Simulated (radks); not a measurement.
The numbers below are computed, except where a source is named.
These are the eigenvalues of the occupied orbitals of an atom or ion with whole-number occupations (hartree). Level of theory: scalar-relativistic Kohn-Sham, LDA (Slater exchange, Perdew-Wang correlation), spin-unpolarised, spherical densities, point nucleus (a radial shooting solver on a logarithmic mesh with Libxc functionals).

orbital  eigenvalue
1s        -1024.652
2s        -158.5329
2p        -142.9886
3s        -34.75100
3p        -29.66087
3d        -21.75453
4s         -9.79006
4p         -8.18255
4d         -5.76569
6p         -1.99557

Which element is it, and in what charge state? The configuration may be excited.

Answer. Z = 49, indium, charge +8: In8+ in [Kr] 4d4 6p1. The list shows which subshells hold electrons but not how many an open one holds; the 1s level, -1024.7 hartree, gives Z - s = 45.3 by -(Z - s)^2/2, which with screening and relativity narrows Z to a few neighbours, and the depths of the outer levels then fix element, charge and occupations together.
